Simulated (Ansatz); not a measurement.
Diatomic MgN, multiplicity 4 (lowest of 2S+1 = 2, 4 at CCSD(T)/def2-TZVPP on PBE0 minima; our sources give no spin for the ground state, which may be another).

D_e counts from the fitted minimum to each atom's lowest state at the same level, without counterpoise.

Run with Ansatz (an electronic-structure program) with Gaussian orbitals. Values without a source in brackets are computed.

One of these levels gives 0.576 eV for the bond energy D_e. Which?
A) BHLYP/def2-TZVPP
B) PBE/def2-TZVPP
C) B3LYP/def2-TZVPP
D) r2SCAN/def2-TZVPP

A, BHLYP/def2-TZVPP. The others give 1.080 (PBE/def2-TZVPP), 0.949 (r2SCAN/def2-TZVPP), 0.843 (B3LYP/def2-TZVPP)
